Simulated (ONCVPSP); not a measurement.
**Plane-wave convergence, ONCV potential for nickel**

Ni, optimised norm-conserving Vanderbilt (ONCV), made with ONCVPSP 4.0.1 (LDA (Perdew-Wang 92), scalar-relativistic). Core [Ne], reference 3s2 3p6 3d7 (charge +3). Waves: 3s: rc 1.20 bohr, ncon 5, nbas 9, qcut 7.6 1/bohr, 3 projectors, debl 0.7 Ha; 3p: rc 1.15 bohr, ncon 4, nbas 9, qcut 13 1/bohr, 2 projectors, debl 3.5 Ha; 3d: rc 0.90 bohr, ncon 4, nbas 9, qcut 18.9 1/bohr, 2 projectors, debl 0.8 Ha. Local part: polynomial inside 0.65 bohr (lpopt 4, dvloc0 3 Ha). Core correction: Teter function, fcfact 4.75, rcfact 1.1.

In the s channel the program set the typed energies aside and used -5.515, 0.250, 0.950 Ha. In the p channel the program set the typed energies aside and used -4.066, 0.250 Ha. In the d channel the program set the typed energies aside and used -1.742, 0.250 Ha.

**Question.** For each optimised wave give the share of its norm inside rc, the residual kinetic energy above qcut (Ha) and the cutoffs (Ha) for errors of 10, 1, 0.1 and 0.01 mHa per electron.

**Answer.**

```tsv
wave	norm inside rc	residual KE	10 mHa	1 mHa	0.1 mHa	0.01 mHa
3s	0.939	1.7e-03	18.5	46.0	146.3	168.1
s projector 2	0.021	4.2e-04	8.6	24.1	56.0	169.5
s projector 3	0.024	5.6e-04	9.2	25.8	53.9	138.1
3p	0.888	3.3e-09	34.1	44.0	53.1	61.2
p projector 2	0.017	6.0e-09	21.2	32.2	41.5	49.9
3d	0.594	1.5e-07	102.7	125.0	142.9	157.1
d projector 2	0.031	3.3e-08	77.0	105.6	128.7	147.0
```

The occupied waves need 125 Ha and 146 Ha for 1 and 0.1 mHa. Note: ghosts flagged at negative energy: s at -822.9 eV; GHOST(+) flags only above 600 eV. A true bound ghost makes a file unfit for plane-wave use.
